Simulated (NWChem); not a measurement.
# Total energies of CClF

```
C
F 1 1.2918
Cl 1 1.7615 2 106.66
```
Charge 0, spin multiplicity 1.

All runs are NWChem calculations. Structure: optimised with B3LYP/def2-SVP, a minimum by its harmonic frequencies.

Basis set: cc-pVQZ (169 functions).

```json
[
 {"method": "RHF", "total energy (Ha)": "-596.79054", "relative cost": "1"},
 {"method": "MP2", "total energy (Ha)": "-597.41569", "relative cost": "under 3"},
 {"method": "B2PLYP", "total energy (Ha)": "-597.93387", "relative cost": "under 3"},
 {"method": "PBE", "total energy (Ha)": "-597.81013", "relative cost": "under 3"},
 {"method": "B3LYP", "total energy (Ha)": "-598.14811", "relative cost": "0.3"},
 {"method": "r2SCAN", "total energy (Ha)": "-598.03926", "relative cost": "under 3"}
]
```

Total energies of different functionals aren't comparable as a measure of quality: only differences taken within one method are. The cost column gives rough processor time relative to RHF; each entry includes its own SCF.

The correlated methods keep 7 core orbitals frozen. B3LYP has NWChem's definition, with VWN1-RPA local correlation. The structure started from a generated list of species.
